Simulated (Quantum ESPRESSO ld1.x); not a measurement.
The numbers below are computed, except where a source is named.
Problem. N, configuration [He] 2s2 2p3. Code: ld1.x of Quantum ESPRESSO 7.5. Model: Dirac Kohn-Sham, LDA (Slater exchange, Hedin-Lundqvist correlation), spin-unpolarised, spherical densities, point nucleus; open shells fill j = l - 1/2 first. Some entries of the table are withheld. Estimate them.

orbital  occ.  eigenvalue (eV)  r(max) (bohr)
1s1/2       2              (1)            (2)
2s1/2       2              (3)            (4)
2p1/2       2           -7.332            (5)
2p3/2       1           -7.313            (6)

Solution. 
(1) 1s1/2 eigenvalue (eV): -381.451
(2) 1s1/2 r(max) (bohr): 0.149
(3) 2s1/2 eigenvalue (eV): -18.498
(4) 2s1/2 r(max) (bohr): 1.01
(5) 2p1/2 r(max) (bohr): 0.967
(6) 2p3/2 r(max) (bohr): 0.967
